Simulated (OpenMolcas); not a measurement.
Cr3+, Mo3+, W3+: d3 down the group

```json
{
  "Program": "OpenMolcas",
  "Method": "SS-CASPT2, IPEA 0.25 Eh, imaginary shift 0.1 Eh",
  "Basis": "ANO-RCC-VTZP",
  "Scalar Hamiltonian": "DKH2, point nucleus",
  "Spin-orbit coupling": "RASSI with atomic mean-field integrals over the reference wave functions, term energies averaged over their components"
}
```

Active space for each ion: 3 electrons in 5 orbitals (d); closed shells correlated by CASPT2: Cr3+ 3s 3p; Mo3+ 4s 4p; W3+ 5s 5p.

Computed levels in cm-1 above 4F 3/2:

| Level | Cr3+ | Mo3+ | W3+ |
| --- | --- | --- | --- |
| 4F 5/2 | 247 | 760 | 3610 |
| 4F 7/2 | 583 | 1719 | 6920 |
| 4F 9/2 | 1001 | 2810 | 9540 |
| 4P 1/2 | 14610 | 10790 | 12950 |
| 4P 5/2 | 15000 | 11960 | 18080 |
| 2G 7/2 | 15350 | 11960 | 16140 |
| 2G 9/2 | 15720 | 12680 | 25280 |
| 2P 1/2 | 21060 | 15850 | 20500 |
| 2D 5/2(1) | 21360 | 17420 | 24550 |
| weight of 4F in the lowest level (%) | 100 | 99 | 88 |

Mixed levels, with the weight of the term that names them: W3+ 4F 9/2 (74 %), W3+ 4P 1/2 (68 %), W3+ 2G 9/2 (53 %), W3+ 2P 1/2 (68 %).

Measured, with the error of the calculation in %. Measured levels: Cr3+ from Sugar and Corliss, J. Phys. Chem. Ref. Data 6, 317 (1977); Mo3+ from Sugar and Musgrove, J. Phys. Chem. Ref. Data 17, 155 (1988); W3+ from the list in J. Phys. B 45, 035001 (2012).

| Level | Cr3+ | Mo3+ | W3+ |
| --- | --- | --- | --- |
| 4F 5/2 | 236 (+4.6) | 778 (-2.3) | 3537 (+2.2) |
| 4F 7/2 | 556 (+5.0) | 1760 (-2.3) | 6745 (+2.6) |
| 4F 9/2 | 946 (+5.9) | 2865 (-2.0) | 9256 (+3.0) |
| 4P 1/2 | 14059 (+3.9) | 10338 (+4.4) | 11773 (+10.0) |
| 4P 5/2 | 14471 (+3.7) | 11612 (+3.0) | 17190 (+5.2) |
| 2G 7/2 | 15052 (+2.0) | 11580 (+3.3) | 15261 (+5.7) |
| 2G 9/2 | 15402 (+2.0) | 12311 (+3.0) |  |
| 2P 1/2 | 19519 (+7.9) | 14348 (+10.5) | 18365 (+11.6) |
| 2D 5/2(1) | 20664 (+3.4) |  | 22766 (+7.8) |

The fine-structure level 4F 9/2 changes by a factor of 9.53 from Cr3+ to W3+.

Without spin-orbit coupling 4P lies 14280, 9890, 9980 cm-1 above 4F in that order; the difference to the level 4P 1/2, of either sign, comes from spin-orbit coupling, which also lowers the zero.

CASPT2 breaks the degeneracy within a term, and the mean is taken; among the terms shown or strongly mixed into the levels shown the widest spread is 2100 cm-1 (5d3 2H, W3+). Terms from blocks run as CI alone lack orbitals of their own. The CASPT2 spread within a term exceeds the gap to the next term for 3d3 2D(1) and 3d3 2P, so the order of their levels is uncertain, and so are names and mixing where such terms share a J (figures for Cr3+; the like holds for Mo3+, W3+). Computed and measured levels are paired by configuration, term and J; levels that our copy of the source lacks, or whose pairing is in doubt (as where it misses far off the trend of its configuration), stay unpaired and out of the deviations. Only configurations of the active space appear.

A number in round brackets counts repeated terms of one configuration in the order of the reference energies.
